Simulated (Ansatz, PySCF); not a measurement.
Br₂Ni, SMILES [Br][Ni-][Br] (connectivity only; charge and spin as stated), charge -1, multiplicity 2. Atoms are numbered in the order given.

```xyz
3

Ni     0.0000     0.0000     0.0000
Br     0.0000     0.0000    -2.2979
Br     0.0000     0.0000     2.2979
```
Charge -1, spin multiplicity 2.

Geometry optimised at B3LYP-D3(BJ)/def2-SVPD. The spin state was assumed, not searched.

Two levels are set side by side: PBE-D3(BJ)/def2-SVPD (Ansatz, a quantum-chemistry and plane-wave program) and B3LYP-D3(BJ)/def2-SVPD (Ansatz). Each level has its own optimised geometry; the coordinates shown are those of the second. Frequencies come from the Hessian of PySCF at each geometry. Differences are taken from unrounded values.

| quantity | B3LYP-D3(BJ) | PBE-D3(BJ) | PBE-D3(BJ) minus B3LYP-D3(BJ) |
|---|---|---|---|
| mean bond length (Å) | 2.298 | 2.278 | -0.020 |
| bond Ni1–Br2 (Å) | 2.298 | 2.278 | -0.020 |
| bond Ni1–Br3 (Å) | 2.298 | 2.278 | -0.020 |
| highest harmonic wavenumber (cm⁻¹) | 316 | 325 | 9 |
| mean harmonic wavenumber (cm⁻¹) | 163 | 165 | 2 |
| zero-point energy (kcal/mol) | 0.93 | 0.95 | 0.01 |
